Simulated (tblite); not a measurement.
A tight-binding relaxation on `[Se]=[P@]1([C@@H](CCC1)C)C`.

Computed with GFN2-xTB geometry optimisation, gas phase (tblite 0.8.0). Start geometry: from a force field or distance geometry. The command runs a driver script over a list of jobs; the input below is this job's line of settings and its coordinates in Å.

Command:
```bash
OMP_NUM_THREADS=1 python probes_run.py task.json out
```

Input:
```
{"job": {"kind": "relax", "xc": "GFN2-xTB", "basis": "xTB"}, "charge": 0, "multiplicity": 1}
C     -1.214900    -1.645700    -0.352900
C     -0.722300    -0.569500     0.568100
C     -1.418300     0.724600     0.285400
C     -0.482600     1.864000     0.574500
C      0.770900     1.565800    -0.229500
P      1.010200    -0.152200     0.324000
C      1.885100    -1.166000    -0.853500
Se     1.931600     0.211900     2.113200
H     -2.332800    -1.548600    -0.369500
H     -0.890400    -1.511600    -1.399500
H     -1.032800    -2.677500     0.024600
H     -0.886900    -0.890800     1.624400
H     -1.679700     0.800500    -0.790100
H     -2.356900     0.780500     0.886400
H     -0.168800     1.768400     1.645800
H     -0.898300     2.853900     0.395100
H      0.478900     1.575800    -1.290900
H      1.612300     2.213400     0.017900
H      1.254300    -1.760900    -1.517500
H      2.627800    -0.535400    -1.397800
H      2.504700    -1.883600    -0.258900
```

Output:
```
step      E/eV     max force
  0    -685.48453    2.094
  1    -685.75439    1.560
  2    -685.86353    0.995
  3    -685.94326    0.591
  4    -685.99478    0.447
  5    -686.01795    0.428
  6    -686.03254    0.374
  7    -686.04685    0.307
  8    -686.06162    0.322
  9    -686.07514    0.243
... (115 lines left out)
125    -686.27260    0.044
126    -686.27290    0.038
127    -686.27314    0.027
128    -686.27331    0.020
129    -686.27340    0.018
130    -686.27346    0.014
131    -686.27351    0.015
132    -686.27354    0.012
133    -686.27357    0.012
134    -686.27360    0.010
```

«max force» is the largest atomic force in eV/Å.

Task: From which step on does the largest force stay under 0.1 eV/Å, and how much energy is left to gain from there?

Result: From step 68 (0.090 eV/Å), 37.4 meV above the end.

In short: energy lowered by 18.2 kcal/mol over 134 steps; largest atomic force 0.010 eV/Å at the end.

Hardware: an Arm Neoverse V2 with one thread, no GPU, shared host with 96 logical CPUs at a one-minute load of 26. Cost: 0.94 s.
Labels such as C1 count atoms from 1, the log's own numbers from 0.
